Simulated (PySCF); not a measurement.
**Electron correlation in Mg (magnesium, neutral)**

[Ne] 3p2, high-spin 3P determinant (an excited configuration). Computed with PySCF 2.14 in x2c-QZVPPall (9s6p5d2f, 66 functions), with scalar relativity by spin-free X2C-1e. Frozen: 1s2; 10 electrons correlated.

```json
{"level": "CCSD", "correlation energy (mhartree)": "-269.33"}
{"level": "(T)", "correlation energy (mhartree)": "-2.46"}
{"level": "CCSD(T)", "correlation energy (mhartree)": "-271.79"}
```

Diagnostics: T1 = 0.0064, D1 = 0.0188, largest double amplitude 0.103.

Cost of the coupled-cluster step: of the order of 7 core-seconds, for 10 correlated electrons.

This basis was not built for core-valence correlation, so the inner-shell part is incomplete.
